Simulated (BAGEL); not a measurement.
**How the cost of HF grows with the basis: HfCl4 (hafnium tetrachloride)**

The species is HfCl4 (5 atoms), meant as a singlet with charge 0. As SMILES, `[Cl][Hf]([Cl])([Cl])[Cl]`. Geometry: relaxed at PBE0-D4/def2-TZVP.

HF (DKH2, density fitting with AutoAux), energy, BAGEL 1.2.2, on 1 thread of Intel Xeon at 2.30GHz, shared host. N is the number of basis functions, t the processor time.

```
       basis    N  t (s)   ln N   ln t
  ANO-RCC-MB   79     11  4.369  2.398
 ANO-RCC-VDZ  111     20  4.710  2.996
ANO-RCC-VDZP  140      ?  4.942      ?
ANO-RCC-VTZP  240     69  5.481  4.234
```

Fit t = C·Nᵖ to the known rows and estimate the time in ANO-RCC-VDZP.


1. Means of the 3 rows: ln N = 4.85333, ln t = 3.2093.
2. Σ(Δln N)² = 0.64909, Σ(Δln N·Δln t) = 1.0667, so the slope is 1.0667/0.64909 = 1.6434.
3. Intercept: 3.2093 − (1.6434) × 4.85333 = -4.7667. The largest residual of the fit is 0.022.
4. ln t = -4.7667 + 1.6434 × 4.942, so t ≈ 29 s.

The run took 37 s, so the estimate is too short by a factor of about 1.3. The fitted power is 1.6, with the electron count fixed. SCF iterations also vary, from 9 to 17.
